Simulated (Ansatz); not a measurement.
Cost and result for the atomization energy of C2H6BF (`CB(C)F`) (10 atoms, 9 bonds).

```xyz
10

C    -0.278    1.362    0.133
B    -0.283   -0.079   -0.472
C     0.446   -1.314    0.149
F    -0.963   -0.271   -1.607
H     0.641    1.589    0.677
H    -1.091    1.421    0.869
H    -0.465    2.139   -0.612
H     1.468   -1.337   -0.252
H    -0.021   -2.263   -0.120
H     0.545   -1.248    1.235
```

The species carries charge 0 and has multiplicity 1. The geometry is a stationary point of PBE0-D4/def2-TZVP. Program: Ansatz. All runs use 4 threads of an Arm Neoverse V2 on a shared host. Times are those of one run each, without the atoms' runs, and a repeat can differ threefold. Electronic energies, without spin–orbit coupling; frozen cores. CCSD(T)/CBS adds CCSD(T) − MP2 in def2-TZVPP to the MP2 limit, and its time is that of the two runs behind it. T1 = 0.011.

CCSD(T)/CBS is a level of theory with its own doubt, some kJ/mol a heavy atom from the limit and from the frozen cores, so smaller differences don't rank the functionals.

```tsv
level	functions	wall time
LDA (SPW92)/def2-TZVPP	208	0.65 s
revPBE-D4/def2-TZVPP	208	1.1 s
PBE-D4/def2-TZVPP (with forces)	208	1.2 s
PBE0-D4/def2-TZVPP	208	1.4 s
CAM-B3LYP-D4/def2-TZVPP	208	1.6 s
CCSD(T)/def2-SVP	86	1.8 s
B2PLYP/def2-TZVPP	208	2.4 s
r2SCAN-D4/def2-TZVPP (with forces)	208	2.6 s
ωB97X-V/def2-TZVPP	208	3.9 s
ωB97M-V/def2-TZVPP (with forces)	208	5.5 s
MP2/def2-QZVPP	408	10 s
CCSD(T)/def2-TZVPP	208	42 s
CCSD(T)/CBS(def2)	–	52 s
```

**Question.** What atomization energy does each give, and how far from CCSD(T)/CBS? (Estimate.)

**Answer.** Computed: 
```
                             level  atomization (kJ/mol)  difference from CCSD(T)/CBS  per bond
            LDA (SPW92)/def2-TZVPP                4536.0                        526.6      58.5
              revPBE-D4/def2-TZVPP                3993.6                        -15.8      -1.8
   PBE-D4/def2-TZVPP (with forces)                4085.3                         75.9       8.4
                PBE0-D4/def2-TZVPP                4036.5                         27.1       3.0
           CAM-B3LYP-D4/def2-TZVPP                4049.5                         40.1       4.5
                  CCSD(T)/def2-SVP                3867.1                       -142.3     -15.8
                 B2PLYP/def2-TZVPP                3993.7                        -15.7      -1.7
r2SCAN-D4/def2-TZVPP (with forces)                4040.6                         31.2       3.5
                ωB97X-V/def2-TZVPP                4020.2                         10.8       1.2
  ωB97M-V/def2-TZVPP (with forces)                4033.7                         24.3       2.7
                    MP2/def2-QZVPP                4035.2                         25.8       2.9
                CCSD(T)/def2-TZVPP                3931.0                        -78.4      -8.7
                 CCSD(T)/CBS(def2)                4009.4                          0.0       0.0
```

From BLYP to BHLYP (50 % exact exchange), in def2-TZVPP and without D4, the atomization energy moves by −51.8 kJ/mol: exact exchange takes away binding that semilocal exchange gives to molecules. At CCSD(T), def2-SVP lies −142.3 kJ/mol from the extrapolated value and def2-TZVPP −78.4 kJ/mol: correlation converges slowly with the basis, and small sets miss more of it in the bonded molecule than in its fragments. The D4 term adds +20.5 kJ/mol with B3LYP and +10.7 kJ/mol with PBE0; it sums over pairs of atoms, weighted by their polarisabilities, and B3LYP, whose exchange is more repulsive, gets the larger term.

B3LYP here is the variant with VWN-RPA as its local correlation; programs differ in this.
